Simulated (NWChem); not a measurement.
System: CdCl2; SMILES [Cl][Cd][Cl]

Computed with NWChem. def2 effective core potentials on Cd; no spin-orbit coupling. Each level has its own optimisation; frequencies are unscaled.

| level | r Cd–Cl (Å) | highest harmonic frequency (cm⁻¹) | lowest (cm⁻¹) | zero-point energy (kcal/mol) |
|---|---|---|---|---|
| Hartree-Fock/STO-3G (all-electron, non-relativistic) | (withheld) | (withheld) | (withheld) | 1.6 |
| Hartree-Fock/3-21G (all-electron, non-relativistic) | 2.413 | 385 | 68 | 1.2 |
| PBE0/def2-SVP (core potentials) | 2.277 | 436 | 87 | 1.2 |

### Question
What belongs in the gaps?

### Answer

- Hartree-Fock/STO-3G (all-electron, non-relativistic), r Cd–Cl (Å): 2.201
- Hartree-Fock/STO-3G (all-electron, non-relativistic), highest harmonic frequency (cm⁻¹): 487
- Hartree-Fock/STO-3G (all-electron, non-relativistic), lowest (cm⁻¹): 100
